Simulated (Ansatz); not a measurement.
## Nudged elastic band run: CH5BO2Si

Input file:

```yaml
crystal:
  periodic: [false, false, false]
  atoms:
    - { symbol: O, position_ang: [-1.549252, 0.919911, -0.765655] }
    - { symbol: C, position_ang: [-1.17217, -0.420843, -0.48766] }
    - { symbol: Si, position_ang: [0.736668, -0.512036, -0.391312] }
    - { symbol: B, position_ang: [1.644188, -0.126457, 1.285665] }
    - { symbol: O, position_ang: [1.061528, 0.93565, 0.723904] }
    - { symbol: H, position_ang: [-1.104207, 1.480098, -0.098353] }
    - { symbol: H, position_ang: [-1.619448, -0.814686, 0.458778] }
    - { symbol: H, position_ang: [-1.558465, -1.058619, -1.310586] }
    - { symbol: H, position_ang: [1.364042, -0.179033, -1.718069] }
    - { symbol: H, position_ang: [2.280416, -0.275184, 2.306288] }
basis:
  gaussian: { orbitals: def2-SVP }
hamiltonian:
  xc: pbe
  dispersion: d4
neb:
  order_check: false
  images: 7
  f_tol: 0.03
  max_iterations: 60
  initial_path: idpp
  final_atoms:
    - { symbol: O, position_ang: [-1.6261323, 0.01373608, -1.63674576] }
    - { symbol: C, position_ang: [-1.18516139, -0.22999824, -0.30574773] }
    - { symbol: Si, position_ang: [0.70353562, 0.06862772, -0.16852266] }
    - { symbol: B, position_ang: [1.89694599, -0.54106154, 1.22505203] }
    - { symbol: O, position_ang: [1.16477823, 0.53239748, 1.54959123] }
    - { symbol: H, position_ang: [-1.4778002, 0.95942278, -1.82481587] }
    - { symbol: H, position_ang: [-1.717226, 0.38513238, 0.46370093] }
    - { symbol: H, position_ang: [-1.42505159, -1.28812468, -0.07279106] }
    - { symbol: H, position_ang: [1.03170339, 1.23257975, -1.0696381] }
    - { symbol: H, position_ang: [2.71770823, -1.18391074, 1.842917] }
```

Launched with:

```bash
$ ansatz run input.yaml --threads 2 --pin off --max-ram 3072MiB --backend cpu --events-out ev --progress --plain --runs-dir out
```

Output, in part (warnings, iteration lines, the closing report on the highest movable image, with atoms numbered from 0):

```
NEB end point (image 0): max|allowed force component| = 1.032e-2 eV/Å (the criterion of neb.relax_end_points is 1.000e-2)
NEB end point (image 8): max|allowed force component| = 6.561e-3 eV/Å (the criterion of neb.relax_end_points is 1.000e-2)
NEB iter   1: max|band force component| = 7.561e-1 eV/Å  barrier→ = 0.1644 eV  barrier← = 0.0867 eV  Δτ_max = 0.1164 Å  (255 SCF iters)
NEB iter   2: max|band force component| = 3.379e-1 eV/Å  barrier→ = 0.0855 eV  barrier← = 0.0078 eV  CI = image 6  Δτ_max = 0.0575 Å  (208 SCF iters)
NEB iter   3: max|band force component| = 2.112e-1 eV/Å  barrier→ = 0.0802 eV  barrier← = 0.0026 eV  CI = image 6  Δτ_max = 0.0596 Å  (206 SCF iters)
NEB iter   4: max|band force component| = 9.886e-2 eV/Å  barrier→ = 0.0789 eV  barrier← = 0.0012 eV  CI = image 7  Δτ_max = 0.0197 Å  (205 SCF iters)
NEB iter   5: max|band force component| = 6.628e-2 eV/Å  barrier→ = 0.0787 eV  barrier← = 0.0011 eV  CI = image 7  Δτ_max = 0.0062 Å  (202 SCF iters)
NEB iter   6: max|band force component| = 3.790e-2 eV/Å  barrier→ = 0.0787 eV  barrier← = 0.0011 eV  CI = image 7  Δτ_max = 0.0047 Å  (165 SCF iters)
NEB iter   7: max|band force component| = 6.680e-3 eV/Å  barrier→ = 0.0787 eV  barrier← = 0.0011 eV  CI = image 7  Δτ_max = 0.0000 Å  (370 SCF iters)
Total energy: -13748.58695134 eV, -505.2512513349 hartree
Atom 0 at    -1.511274     0.383345    -1.721343 Å, force     0.000693    -0.001044    -0.001258 eV/Å
Atom 1 at    -1.147535    -0.161872    -0.461529 Å, force    -0.000142    -0.001198     0.001482 eV/Å
Atom 2 at     0.742226    -0.035420    -0.142131 Å, force    -0.000933     0.004029    -0.000741 eV/Å
Atom 3 at     1.701714    -0.720987     1.391178 Å, force     0.000119    -0.000647    -0.000092 eV/Å
Atom 4 at     1.048861     0.427528     1.610892 Å, force     0.000123    -0.001391    -0.000828 eV/Å
Atom 5 at    -1.272538     1.328981    -1.712112 Å, force     0.000302     0.000151     0.000386 eV/Å
Atom 6 at    -1.680225     0.306385     0.405866 Å, force     0.000308    -0.000128    -0.000829 eV/Å
Atom 7 at    -1.458467    -1.227545    -0.469486 Å, force    -0.000282     0.001145     0.000883 eV/Å
Atom 8 at     1.283909     1.071372    -1.010986 Å, force    -0.000476    -0.000595     0.000377 eV/Å
Atom 9 at     2.376628    -1.422986     2.112652 Å, force     0.000289    -0.000321     0.000621 eV/Å
Dipole moment:    -0.054130     0.083561    -0.042805 e Å
```

The run converged. The top lies less than 8 meV above the higher end, about what the thresholds resolve: that end is a shoulder or a very shallow well. A vibrational analysis at the climbing image gives no mode beyond 40i cm⁻¹: the surface is too flat there to confirm a saddle point.

Final band (atoms are numbered from 1 in the order of the input):

| image | path coordinate (Å) | energy (kcal/mol) | dihedral O1–C2–Si3–B4 (°) |
| --- | --- | --- | --- |
| 0 | 0.00 | 0.0 | 86 |
| 1 | 0.49 | 0.2 | 100 |
| 2 | 0.97 | 0.6 | 114 |
| 3 | 1.46 | 0.9 | 128 |
| 4 | 1.94 | 1.3 | 142 |
| 5 | 2.43 | 1.6 | 156 |
| 6 | 2.92 | 1.8 | 170 |
| 7 | 3.40 | 1.8 | -177 |
| 8 | 3.89 | 1.8 | -162 |

Run time: 32 s on 2 threads of AMD EPYC 9B45 (Zen 5), with other jobs on the host, peak memory 0.15 GiB.
